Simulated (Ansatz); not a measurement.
Mulliken charges of `[F][GeH]([Cl])[Br]` from PBE/def2-TZVPP in Ansatz (PBE0-D4/def2-TZVP geometry).

| atom | x (Å) | y (Å) | z (Å) | charge (e) |
| --- | --- | --- | --- | --- |
| F1 | -0.770 | -0.306 | 1.512 | -0.305 |
| Ge2 | 0.069 | 0.099 | 0.064 | 0.732 |
| Cl3 | 1.458 | -1.465 | -0.279 | -0.233 |
| Br4 | -1.474 | 0.158 | -1.601 | -0.223 |
| H5 | 0.767 | 1.440 | 0.263 | 0.028 |

Q: By hand: the dipole of these point charges (1 e Å = 4.8032 D).

A: Σ q r = (0.296, 0.512, 0.015) e Å, of length 0.592 e Å = 2.84 D.

Q: How does the dipole of the full density compare? (Best estimate.)

A: Computed: (0.159, 0.278, -0.118) e Å, 1.64 D; the point charges give 1.73 times that, at 22° from its direction.

Point charges leave out the atoms' own dipoles, such as those of lone pairs, and Mulliken's split depends on the basis, so the two needn't agree.
